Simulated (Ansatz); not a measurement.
Consider the redistribution: `[OH][Al]([F])[SH]` + `C[BH][AlH][F]` → `[OH][Al]([SH])[AlH][F]` + `CBF`.

Calculated with Ansatz (gas phase, PBE0-D4/def2-TZVP geometries, no zero-point term in ΔE). CCSD(T)/CBS adds triple-zeta CCSD(T) − MP2 to the extrapolated MP2 energy (def2 sets, frozen cores). This one scheme is used for every species. Functionals use def2-TZVPP. Each species was taken in one conformer, which may not be the lowest.

`[OH][Al]([F])[SH]`:

Z-matrix (Å, degrees):
```
Al
F 1 1.641
S 1 2.167 2 118.8
O 1 1.679 2 118.1 3 -180.0
H 3 1.345 1 92.0 2 -0.0
H 4 0.955 1 125.1 2 179.9
```

`C[BH][AlH][F]`:

Cartesian coordinates in Å:
```
C 1.209 0.145 0.793
B -0.314 -0.069 0.569
Al -1.328 0.038 -1.303
F -1.326 -1.319 -2.260
H 1.590 -0.893 0.752
H 1.758 0.699 0.031
H 1.479 0.509 1.788
H -0.951 -0.388 1.541
H -2.118 1.277 -1.910
```

`[OH][Al]([SH])[AlH][F]`:

Cartesian coordinates in Å:
```
O -0.383 -1.613 -1.579
Al -0.119 -0.705 -0.173
S -0.084 -1.738 1.759
Al 0.230 1.837 -0.348
F 0.496 2.553 1.124
H -0.521 -2.559 -1.615
H 0.148 -0.593 2.425
H 0.233 2.817 -1.594
```

`CBF`:

```xyz
7

C     0.099   -0.565   -0.380
B    -0.117    0.713    0.476
F    -1.277    0.932    1.081
H    -0.772   -1.220   -0.426
H     0.952   -1.131    0.011
H     0.387   -0.282   -1.399
H     0.728    1.553    0.637
```

```csv
level,ΔE (kcal/mol),difference from CCSD(T)/CBS
r2SCAN-D4,-4.6,-0.8
r2SCAN0-D4,-4.7,-0.9
ωB97M-V,-3.7,0.1
PBE-QIDH,-5.3,-1.5
BLYP,-5.5,-1.7
CAM-B3LYP,-4.9,-1.1
CCSD/def2-SVP,-6.0,-2.2
CCSD/def2-TZVPP,-4.4,-0.6
MP2/def2-QZVPP,-2.8,1.0
CCSD/CBS(def2),-3.3,0.5
CCSD(T)/CBS,-3.8,0
```

Largest T1 diagnostic among the species: 0.013.

From PBE to PBE0 (25 % exact exchange), in def2-TZVPP and without D4, ΔE moves by +0.8 kcal/mol. At CCSD(T), def2-SVP lies −3.0 kcal/mol from the extrapolated value and def2-TZVPP −1.1 kcal/mol.
